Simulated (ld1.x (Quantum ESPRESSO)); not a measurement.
**Configuration tests for K (TM)**

ld1.x (Quantum ESPRESSO) 7.5 input, shortened:

```
&input
   title='K', zed=19., rel=1, dft='PZ', iswitch=3,
   config='[Ar] 3d-2 4s1 4p0'
 /
 &inputp
   pseudotype=2, tm=.true., lloc=0,
   nlcc=.true., rcore=2.05
 /
3
3P  2  1   6.00   0.00  2.25  2.25  0.0
3D  3  2  -2.00  -0.20  2.70  2.70  0.0
4S  1  0   1.00   0.00  3.55  3.55  0.0
 &test
   configts(1)='3p6 4s1 4p0'
 /
```

Energies are relative to the spin-unpolarised reference configuration 3p6 4s1 4p0; without spin polarisation the order of configurations can differ from experiment. Spin-polarised rows fill each open shell by Hund’s rule, majority spin first.

| valence configuration | charge | ΔE all-electron (eV) | error AE − PS (meV) |
| --- | --- | --- | --- |
| 3p6 4s0 4p0 | +1 | 4.407 | -1.4 |
| 3p6 4s0 4p1 | 0 | 1.630 | -177 |
| 3p5 4s1 4p0 | +1 | 24.963 | -290 |
| 3p6 4s1 4p0 (spin-polarised) | 0 | -0.140 | +0.5 |
| 3p6 4s0.5 4p0 (spin-polarised) | +0.5 | 1.660 | +0.2 |

Task: What are ΔE and the potential's error for 3p6 4s0.5 4p0?

Result: ΔE = 1.710 eV all-electron; the error (AE − PS) is +0.2 meV.
